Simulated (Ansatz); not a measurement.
Dimer: H2S (SMILES S) (first 3 atoms) with HI (SMILES I); geometry from B3LYP-D3(BJ)/def2-TZVP.
(charge 0, multiplicity 1):
```xyz
5

S     -0.0946     0.0723     0.1021
H      0.0562     1.4018     0.2197
H     -1.3905     0.1264     0.4512
I      0.7838    -0.2015     4.1056
H      0.5061    -0.1773     2.4961
```

Interaction energies are E(AB) − E(A) − E(B) at the monomers' geometry in the complex; basis-set methods are counterpoise corrected.

Cores are frozen in the correlated methods. Filled d and f shells under p-block atoms count as core. CBS: X⁻³ extrapolation of the correlation energy, Hartree–Fock from the larger set.

Run with Ansatz (Gaussian orbitals).  In def2 rows elements past Kr take small-core potentials, without spin–orbit coupling.

Q: Give the interaction energy at the level CCSD(T)/CBS(def2-TZVPPD, def2-QZVPPD).

A: -94 meV

Q: What interaction energy does MP2/def2-QZVPPD give?

A: -110 meV

Q: What is the computed interaction energy (wB97M-V/def2-TZVPPD)?

A: -90 meV

Ansatz is a quantum-chemistry and plane-wave program.
